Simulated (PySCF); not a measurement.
C3H6FNSi, SMILES F[C@@H]1CN=C[SiH2]1.

Geometry: TPSSh-D3(BJ)/def2-SVP. The structure was generated by enumeration; whether it is a known compound was not checked. Other conformers were not sampled.

The numbers are results of TDA-PBE/def2-SVPD (PySCF), not measurements.

Vertical excitations. 

Task: Give excitation energies, oscillator strengths and character. (Estimate from the structure and the level; the computed values follow.)

Result: 
```
state  energy (eV)  λ (nm)      f                                                                main pairs
-----  -----------  ------  -----  ------------------------------------------------------------------------
S1            4.09     303  0.000                                                            HOMO→LUMO 99 %
S2            5.13     242  0.002                                                          HOMO−1→LUMO 99 %
S3            5.48     226  0.043                                                          HOMO→LUMO+1 91 %
S4            5.72     217  0.001                                                          HOMO→LUMO+2 98 %
S5            5.79     214  0.000                                                          HOMO→LUMO+3 98 %
S6            6.18     201  0.004                                                          HOMO−3→LUMO 93 %
S7            6.46     192  0.020                                        HOMO→LUMO+4 74 %, HOMO−2→LUMO 14 %
S8            6.70     185  0.052                                        HOMO→LUMO+5 60 %, HOMO−2→LUMO 14 %
S9            6.73     184  0.057  HOMO→LUMO+5 40 %, HOMO−2→LUMO 18 %, HOMO−1→LUMO+1 16 %, HOMO→LUMO+4 11 %
S10           6.95     178  0.071                                                        HOMO−1→LUMO+1 62 %
T1            3.25     381      0                                                           HOMO→LUMO 100 %
T2            4.58     271      0                                                          HOMO−2→LUMO 95 %
T3            4.98     249      0                                                          HOMO−1→LUMO 99 %
T4            5.11     243      0                                                          HOMO→LUMO+1 98 %
```
Triplets are in the Tamm–Dancoff approximation.
